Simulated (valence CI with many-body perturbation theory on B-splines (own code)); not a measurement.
## Missing levels of Bi XIII

Computed by configuration interaction combined with many-body perturbation theory (CI+MBPT): three valence electrons over a frozen Dirac-Fock core [Xe] 4f14, a basis of 7 s, 7 p, 8 d, 6 f, 4 g, 1 h functions for each j, with the one-electron correlation potential Σ1 (screened to all orders), the two-electron term Σ2, the three-electron term Σ3, Breit, model QED; selected single and double excitations, second order for the rest, scaled by the run's own slope (own B-spline code, finite nucleus).

No measured spectrum was set against this ion. As an estimate, terms of the open shell hold to 2 to 4 % of their energy, and close levels can change places. Excitations out of the core, of the other parity, are not computed and may begin above about 53.5 eV (a cautious bound); beyond it only levels of the ground parity were kept, without lifetimes.

```tsv
Level	E (cm⁻¹)
(5d3/2^3) J=3/2	0.0
(5d3/2^2 5d5/2) J=5/2 [a]	?
(5d3/2^2 5d5/2) J=3/2	33850
(5d3/2^2 5d5/2) J=7/2	?
(5d3/2^2 5d5/2) J=9/2	38360
(5d3/2^2 5d5/2) J=1/2	39397
(5d3/2^2 5d5/2) J=5/2 [b]	60272
(5d3/2 5d5/2^2) J=7/2 [a]	61834
(5d3/2 5d5/2^2) J=9/2	65620
(5d3/2 5d5/2^2) J=3/2 [a]	?
(5d3/2 5d5/2^2) J=1/2	75236
(5d3/2 5d5/2^2) J=11/2	?
(5d3/2 5d5/2^2) J=5/2 [a]	82460
(5d3/2 5d5/2^2) J=5/2 [b]	86653
(5d3/2 5d5/2^2) J=7/2 [b]	90539
(5d5/2^3) J=9/2	101540
(5d5/2^3) J=3/2	?
(5d3/2 5d5/2^2) J=3/2 [b]	125990
(5d5/2^3) J=5/2	135010
(5d3/2^2 6s) J=3/2	?
```

Levels are named by their leading jj configuration (3d3/2^4 stands for four electrons in 3d with j = 3/2), which in mixed levels can hold well under half, so a name can repeat and another be missing. Letters in brackets count levels of one name in rising energy.

The levels stand in rising order. What does the calculation give for the missing energies?

(5d3/2^2 5d5/2) J=5/2 [a] 24032; (5d3/2^2 5d5/2) J=7/2 35272; (5d3/2 5d5/2^2) J=3/2 [a] 72183; (5d3/2 5d5/2^2) J=11/2 78651; (5d5/2^3) J=3/2 105010; (5d3/2^2 6s) J=3/2 419100.
